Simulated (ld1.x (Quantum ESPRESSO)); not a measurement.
## Before and after: TM potential for Br

* Element: bromine (Br)
* Generator: ld1.x (Quantum ESPRESSO) 7.5
* Type: norm-conserving Troullier–Martins (Kleinman–Bylander form)
* Functional: PBE
* Relativity: scalar-relativistic
* Frozen core: [Ar] 3d10
* Valence charge: 7
* Reference configuration: 4s2 4p5
* Partial waves: 4s (bound): rc 1.40 bohr; 4p (bound): rc 1.45 bohr; 4d channel at 0.25 Ry: rc 1.10 bohr
* Local potential: all-electron potential smoothed inside 0.90 bohr (lloc = -1)
* Core correction: a·sin(br)/r model core inside 0.70 bohr

Change: wave 4p (bound): rc 1.45 bohr becomes 4p (bound): rc 2.14 bohr.

Cutoffs: the cutoffs (Ry, on a coarse ladder) from which the occupation-weighted sum of valence levels, in a spherical-Bessel basis at the reference potential, stays within 10 and 1 mRy of its value at 400 Ry; they do not see the model core or the augmentation charge, which bear on the density cutoff. Errors are all-electron minus pseudo energies relative to the spin-unpolarised reference configuration.

What does the change do?

The potential gets softer (45 Ry and 70 Ry → 45 Ry and 60 Ry); both files keep a bound ghost (d, s); of the 7 tests that both files solve, the error grows in 3 and shrinks in 1 by more than 15 % and 0.3 meV (median size 3.5 → 5.0 meV). A larger radius leaves more room for a smooth pseudo-wave, so fewer plane waves are needed.

```csv
quantity,base,changed
"cutoff, loose",45 Ry,45 Ry
"cutoff, tight",70 Ry,60 Ry
loose cutoff by channel (10 mRy a level),"s 40 Ry, p 10 Ry","s 40 Ry, p 8 Ry"
bound ghosts,"d, s","d, s"
"error for 4s2 4p4, meV [ΔE 12.55 eV]",+3.5,+4.1
"error for 4s2 4p3, meV [ΔE 35.31 eV]",+19,+20
"error for 4s2 4p2, meV [ΔE 69.30 eV]",+37,+29
"error for 4s2 4p5.3, meV [ΔE -1.96 eV]",+0.7,+0.8
"error for 4s2 4p1, meV [ΔE 115.32 eV]",+10,-44
"error for 4s2 4p4.5, meV [ΔE 5.07 eV]",+0.3,+0.5
"error for 4s1 4p6, meV [ΔE 12.37 eV]",-2.1,+5.0
```

 A true bound ghost makes a file unfit for plane-wave use even where its test errors are small: the radial tests pick states by their node count and pass the ghost by.
